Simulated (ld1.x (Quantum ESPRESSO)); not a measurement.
# How hard is this carbon TM potential?

```
Element                 : C (Z = 6)
Generator               : ld1.x (Quantum ESPRESSO) 7.5
Type                    : norm-conserving Troullier–Martins (Kleinman–Bylander form)
Functional              : LDA (PZ)
Relativity              : non-relativistic
Frozen core             : [He]
Valence charge          : 4
Reference configuration : 2s2 2p1.5 (charge +0.5)
Partial waves           : 2s (bound): rc 1.25 bohr; 2p (bound): rc 2.10 bohr
Local potential         : all-electron potential smoothed inside 1.25 bohr (lloc = -1)
Core correction         : none
```

The pseudo-atom Hamiltonian at the reference potential is diagonalised in spherical Bessel functions j_l(qr) that vanish at 20 bohr, with q² up to the cutoff. All-electron valence levels (Ry): 2s -1.4138, 2p -0.7975.

**Question.** How do the lowest levels (Ry) of each channel move with the cutoff, and are there ghosts?

**Answer.**

```
cutoff (Ry)     s #1     p #1     d #1    f #1    f #2  Σ f·Δε (mRy)
          8  -1.3409  -0.5434  -0.0165  0.0414  0.1638         527.0
         12  -1.3560  -0.6595  -0.0165  0.0414  0.1638         322.7
         21  -1.3948  -0.7787  -0.0165  0.0414  0.1638          66.1
         30  -1.4085  -0.7968  -0.0165  0.0414  0.1638          11.7
         45  -1.4120  -0.7974  -0.0165  0.0414  0.1638           3.8
         55  -1.4122  -0.7975  -0.0165  0.0414  0.1638           3.3
         80  -1.4134  -0.7975  -0.0165  0.0414  0.1638           0.7
        100  -1.4137  -0.7975  -0.0165  0.0414  0.1638           0.1
        400  -1.4138  -0.7975  -0.0165  0.0414  0.1638           0.0
```

Result: no extra level below or beside the all-electron valence levels (s, p, d, f tested); 10 mRy is reached at 35 Ry and 1 mRy at 80 Ry.

Its largest configuration-test error is +658 meV.
